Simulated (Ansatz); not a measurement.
Ansatz (a quantum-chemistry and plane-wave program) input:

Ansatz 0.2 input:
```yaml
crystal:
  periodic: [false, false, false]
  atoms:
    - {symbol: Cr, position_ang: [-0.60292031, -0.56638228, -0.59197956]}
    - {symbol: O, position_ang: [1.45639411, 0.99759732, 1.25957913]}
    - {symbol: C, position_ang: [0.46982244, 0.93539937, 0.68847937]}
basis:
  gaussian:
    orbitals: def2-TZVPD
hamiltonian:
  xc: {name: r2SCAN}
magnetization: {spin_polarized: true, initial_magnetization: 6}
output: {forces: true}
```

Predict the final energy.

-1157.73027 Eh (r2SCAN/def2-TZVPD). The basis has 125 functions.

The spin state was set by rule; other spins were not relaxed.
